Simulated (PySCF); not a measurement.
Compound: C₅H₇F₃S (charge +1 and doublet state).
Atom-mapped SMILES: `[CH2:1]=[C:2]([CH2:3][CH3:4])[S+:5][C:6]([F:7])([F:8])[F:9]` (hydrogens: H10, H11 on C1; H12, H13 on C3; H14, H15, H16 on C4)

Cartesian coordinates in Å at the GFN2-xTB level; atoms count from 1:
```
atom  x, y, z in Å
C1    -1.4822   -1.1726   -1.1706
C2    -0.3690   -0.7027   -0.5416
C3    -0.4285   -0.2146    0.8592
C4    -1.1176    1.1550    0.9117
S5     1.0616   -0.7039   -1.5426
C6     2.4172    0.1111   -0.4859
F7     2.7081   -0.6502    0.5496
F8     1.9983    1.2873   -0.0567
F9     3.4633    0.2560   -1.2553
H10   -1.4606   -1.5320   -2.1877
H11   -2.4308   -1.2232   -0.6576
H12    0.5394   -0.1724    1.3541
H13   -1.0500   -0.9158    1.4290
H14   -0.5005    1.9048    0.4186
H15   -1.2695    1.4396    1.9491
H16   -2.0868    1.1428    0.4153
```

The hyperfine couplings belong to this conformer and change with its torsions.

Computed with PySCF 2.14.0, UKS B3LYP, pcH-1 on C F H S, non-relativistic, mean-field spin-orbit, GIAO. Isolated species at its GFN2-xTB geometry (one conformer only). Couplings are sensitive to structure, and on GFN2-xTB geometries they can be far from those on DFT ones, by a factor of two or more for some ions and for spin on atoms past the first row. No stability test was run, so a lower SCF solution isn't excluded.

**Question.** Match the computed a_iso(13C) values +43.4, -18.6, -10.6, +6.9, -2.0 MHz with the sites C1; C2; C3; C4; C6.

**Answer.** 
```tsv
site	a_iso (MHz)	ρ(0) (bohr⁻³)	position	distance from C1 (Å)	spin population	largest |T| (MHz)
C1	+43.4	+0.0388	largest spin population	0.00	+0.57	92.3
C2	-18.6	-0.0169	1 bond from C1	1.36	-0.01	10.0
C3	-2.0	-0.0019	2 bonds from C1	2.48	+0.01	3.0
C4	+6.9	+0.0062	3 bonds from C1	3.14	+0.02	5.1
C6	-10.6	-0.0095	1 bond from S5	4.16	-0.01	0.3
```

ρ(0) is the spin density at the nucleus and T the dipolar tensor; a_iso includes a spin–orbit part; entries for several nuclei are means. The Mulliken spin populations are largest on C1 (+0.57) and S5 (+0.45). The angles at C1 add up to 360.0°, so it is planar. Main spin sites, with 60 % or more of the largest population: C1, S5; positions count bonds from the nearest.

β density exceeds α density at some nuclei, such as C2 (-0.0169), C6 (-0.0095) and H11 (-0.0085), spin density in bohr⁻³. In a single determinant that takes different orbitals for the two spins, that is spin polarisation.

Nuclei that the bonding pattern makes equivalent are averaged, as if the motion that swaps them (rotation, inversion, ring flip) were fast. The three 19F nuclei of mean +7.6 MHz run from -2.4 to 13.9 MHz in the frozen geometry. The 1H value of +10.3 MHz is a mean of couplings from -3.6 to 24.3 MHz in this one geometry, not an average over conformers.

The SMILES `C=C(CC)[S+]C(F)(F)F` draws the unpaired electron on S5, whose computed spin population is only +0.45.
